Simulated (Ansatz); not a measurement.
Isomers of PdBr2 (singlet), relaxed with r2SCAN-D4/def2-TZVP; total energies from Ansatz at PBE0-D4/def2-TZVP.

```
isomer                        description  energy (Eh)
     A  point group C2v; 2 × Br–Pd 2.30 Å  -5275.65702
     B  point group D∞h; 2 × Br–Pd 2.34 Å  -5275.63187
```

In the def2 sets Pd takes a core potential; there is no spin–orbit coupling.

The isomers come from a short search, and lower ones may exist.

Question: Work out the relative energies (1 Eh = 2625.5 kJ/mol) and the Boltzmann populations at 1200 K from electronic energies alone (R = 8.314 J/mol/K).

Answer: ΔE: A 0.0, B 66.0 kJ/mol. RT = 9.98 kJ/mol. Factors exp(−ΔE/RT): A 1, B 0.00134; sum 1.001. Populations: A 99.9 %, B 0.1 %. Zero-point energy, vibrational entropy and symmetry numbers are left out and can shift these; an error of 4 kJ/mol changes a ratio by a factor of 1.5. Over the other density-functional and correlated levels in def2 sets, the gap between A and B ranges from 55 to 79 kJ/mol.
